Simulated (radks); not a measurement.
All-electron atom: Bi+ in [Xe] 4f12 5d10 6s2 6p4 (not the ground configuration). Method: Dirac Kohn-Sham, PBE, spin-unpolarised, spherical densities, point nucleus; open shells fill j = l - 1/2 first; computed with a radial shooting solver on a logarithmic mesh with Libxc functionals.

Normalised radial functions P(r) = r R(r) (large component), r in bohr:

| r | 5p1/2 | 5d5/2 | 6s1/2 |
|---|---|---|---|
| 0.001109 | 0.0152 | 0.0000 | 0.0436 |
| 0.001749 | 0.0241 | 0.0000 | 0.0587 |
| 0.002738 | 0.0393 | 0.0001 | 0.0756 |
| 0.00432 | 0.0659 | 0.0005 | 0.0912 |
| 0.006815 | 0.1116 | 0.0019 | 0.0966 |
| 0.01075 | 0.1844 | 0.0064 | 0.0768 |
| 0.01697 | 0.2811 | 0.0206 | 0.0150 |
| 0.02655 | 0.3550 | 0.0594 | -0.0821 |
| 0.0419 | 0.2850 | 0.1508 | -0.1485 |
| 0.0661 | -0.0651 | 0.3002 | -0.0537 |
| 0.1043 | -0.4777 | 0.3851 | 0.1716 |
| 0.1645 | -0.2029 | 0.1169 | 0.1187 |
| 0.2575 | 0.6367 | -0.4399 | -0.2578 |
| 0.4063 | 0.2670 | -0.4101 | -0.0593 |
| 0.6411 | -1.0865 | 0.5328 | 0.4435 |
| 1.011 | -1.0584 | 1.0669 | -0.1183 |
| 1.596 | -0.2819 | 0.6390 | -0.8226 |
| 2.518 | -0.0198 | 0.1588 | -0.5875 |
| 3.941 | -0.0002 | 0.0142 | -0.1445 |
| 6.218 | 0.0000 | 0.0003 | -0.0095 |

5p1/2: eigenvalue -141.53 eV, 3 radial nodes at r = 0.0620, 0.183, 0.444 bohr, <r> = 0.857 bohr, 90 % of the charge inside 1.23 bohr. 5d5/2: eigenvalue -46.413 eV, 2 radial nodes at r = 0.182, 0.508 bohr, <r> = 1.15 bohr, 90 % of the charge inside 1.71 bohr. 6s1/2: eigenvalue -26.620 eV, 5 radial nodes at r = 0.0183, 0.0740, 0.190, 0.424, 0.956 bohr, <r> = 1.97 bohr, 90 % of the charge inside 2.84 bohr.
